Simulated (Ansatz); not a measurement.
The cluster Cd5⁻. Charge -1, multiplicity 2. Geometry PBE/def2-SVPD; atoms count from 1.

```xyz
5

Cd    0.322   -0.632   -2.502
Cd    0.551    1.784    1.799
Cd   -1.091   -0.750    2.242
Cd   -1.208   -2.256   -0.415
Cd    1.426    1.854   -1.124
```

In the def2 sets Cd takes a core potential; there is no spin–orbit coupling. The highest occupied level of the charge -1 doublet lies above zero (up to 0.33 eV). The electron is either unbound and held by the finite basis, or the level is raised by self-interaction error. Another isomer (doublet) lies 0.19 eV lower at PBE0/def2-TZVPD; other spin states weren't run for this one.

**Question.** Estimate the Mulliken populations from the PBE0/def2-TZVPD orbitals of Ansatz.

**Answer.** 
| atom | charge (e) | spin (α − β) | d electrons |
| --- | --- | --- | --- |
| Cd1 | -0.20 | 0.20 | 9.99 |
| Cd2 | -0.20 | 0.20 | 9.99 |
| Cd3 | -0.20 | 0.20 | 9.99 |
| Cd4 | -0.20 | 0.20 | 9.99 |
| Cd5 | -0.20 | 0.20 | 9.99 |
Mulliken values depend strongly on the basis. With diffuse functions, as here, like atoms can get unlike values, and bond orders can come out too low or too high.

**Question.** Where does the spin sit?

**Answer.** Summed by element: Cd 1.00, of 1 unpaired in all. Largest on single atoms: Cd4 0.20, Cd2 0.20, Cd5 0.20.

**Question.** And the Mayer bond orders between heavy atoms (over 0.3)?

**Answer.** Cd1–Cd4 0.47 (3.06 Å); Cd1–Cd5 0.47 (3.05 Å); Cd2–Cd3 0.47 (3.05 Å); Cd2–Cd5 0.47 (3.05 Å); Cd3–Cd4 0.46 (3.06 Å).
